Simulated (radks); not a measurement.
Initial-state core-level shifts of the phosphorus ion P2+ when its valence configuration changes from [Ne] 3s2 3p1. All-electron calculation, scalar-relativistic Kohn-Sham, r2SCAN, spin-polarised, spherical densities, finite nucleus; open shells are filled with parallel spins first; meta-GGA in the generalised Kohn-Sham scheme; Fermi nuclear charge, rms radius 3.1889 fm. Program: a radial shooting solver on a logarithmic mesh with Libxc functionals. Shifts are changes of the shell-averaged eigenvalues in eV (positive: less bound); the change of the density at the nucleus, which sets a Mossbauer isomer shift, is in e/bohr^3, on a base of 2394.

valence          1s      2s      2p  density at nucleus
3s1.5 3p1.5  -0.487  -0.504  -0.494             -4.1472
3s1 3p2      -0.707  -0.788  -0.749             -8.2308
3p3          -2.197  -2.220  -2.178            -16.7825
